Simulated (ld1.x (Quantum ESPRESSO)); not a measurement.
## How hard is this silicon ultrasoft potential?

Si, ultrasoft, made with ld1.x (Quantum ESPRESSO) 7.5 (PBE, scalar-relativistic). Core [Ne], reference 3s1.75 3p2.25. Waves: 3s (bound): rcut 1.30, rcutus 1.45 bohr; 3s channel at 1.3 Ry: rcut 1.30, rcutus 1.45 bohr; 3p (bound): rcut 1.45, rcutus 1.90 bohr; 3p channel at 4.55 Ry: rcut 1.45, rcutus 1.90 bohr; 3d channel at -0.1 Ry: rcut 1.30, rcutus 1.45 bohr; 3d channel at 2.35 Ry: rcut 1.30, rcutus 1.45 bohr. Local part: all-electron potential smoothed inside 1.55 bohr (lloc = -2). Core correction: Bessel-smoothed model core inside 0.85 bohr. Augmentation charge: PSQ, radius 1.50 bohr.

The pseudo-atom Hamiltonian at the reference potential is diagonalised in spherical Bessel functions j_l(qr) that vanish at 20 bohr, with q² up to the cutoff. All-electron valence levels (Ry): 3s -0.8091, 3p -0.3112.

Q: How do the lowest levels (Ry) of each channel move with the cutoff, and are there ghosts?

A:

```
cutoff (Ry)     s #1     p #1    d #1    d #2    f #1  Σ f·Δε (mRy)
          8  -0.7809  -0.3096  0.0546  0.1315  0.1095          53.2
         10  -0.7924  -0.3106  0.0545  0.1310  0.1095          30.8
         12  -0.8003  -0.3109  0.0544  0.1307  0.1095          16.2
         15  -0.8052  -0.3111  0.0544  0.1304  0.1095           7.4
         18  -0.8083  -0.3111  0.0543  0.1300  0.1095           1.8
         21  -0.8088  -0.3112  0.0542  0.1298  0.1095           0.7
         25  -0.8089  -0.3112  0.0542  0.1297  0.1095           0.5
         30  -0.8089  -0.3112  0.0541  0.1295  0.1095           0.4
        400  -0.8092  -0.3112  0.0541  0.1294  0.1095           0.0
```

Result: no extra level below or beside the all-electron valence levels (s, p, d, f tested); 10 mRy is reached at 15 Ry and 1 mRy at 21 Ry.
